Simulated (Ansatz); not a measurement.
Job for Ansatz (a quantum-chemistry and plane-wave program): R-B3LYP/def2-TZVPP on GaH6N3 (SMILES [NH2][Ga]([NH2])[NH2]), a point of a torsion scan.

Ansatz 0.2 input:
```yaml
crystal:
  periodic: [false, false, false]
  atoms:
    - {symbol: N, position_ang: [-0.91668405, 1.58072444, -0.32431521]}
    - {symbol: Ga, position_ang: [0.42903637, 0.30499402, -0.36254392]}
    - {symbol: N, position_ang: [1.15425858, -0.08636658, -1.99005124]}
    - {symbol: N, position_ang: [0.83530069, -0.80277716, 1.04260716]}
    - {symbol: H, position_ang: [-1.79756661, 1.22528316, 0.04100329]}
    - {symbol: H, position_ang: [-0.71550532, 2.43087184, 0.19576790]}
    - {symbol: H, position_ang: [2.05700647, -0.53355435, -2.08927710]}
    - {symbol: H, position_ang: [1.02159779, 0.57328255, -2.74687698]}
    - {symbol: H, position_ang: [0.67128128, -0.53919737, 2.00628891]}
    - {symbol: H, position_ang: [1.63568530, -1.41946620, 1.00162242]}
basis:
  gaussian:
    orbitals: def2-TZVPP
hamiltonian:
  xc: {name: B3LYP}
scf: {lower_state_search: off}
```

Output:

```
WARN ansatz: RAYON_NUM_THREADS=2 ignored (pool sized by the plan → 2); use --threads N
Functional definition: B3LYP
these checks for a lower state are left out or cut short: stability, starts, cluster_reference, orbital_swaps, neighbouring_geometries, increment
integrals: 0.14 GiB planned
1222 factors; their error is unknown
mean field: 1.31 GiB planned
mean field evaluation 1: about -56927.8455 eV, gradient 1.1e2 eV
mean field evaluation 2: about -56884.3387 eV, gradient 1.7e2 eV
mean field evaluation 4: about -56950.6890 eV, gradient 9.1e0 eV
mean field evaluation 8: about -56950.8254 eV, gradient 2.1e-1 eV
mean field evaluation 16: about -56950.9769 eV, gradient 1.4e-4 eV
mean field -56950.97692921 eV, -2092.9097993897 hartree, gradient 7.7e-6 eV, S^2 0.000000; 0 other end points of the search recorded, 0 dependent functions left out
reference -56950.97718209 eV, -2092.9098086831 hartree; 29, 29 occupied and 196, 196 virtual orbitals, 1222 factors
Total energy: -56950.97718209 eV, -2092.9098086831 hartree
Checks for a lower state left out: stability, starts, cluster_reference, orbital_swaps, neighbouring_geometries, increment
```

The calculation finished and met its thresholds.

Cost: about 4 core-seconds (a rough figure).
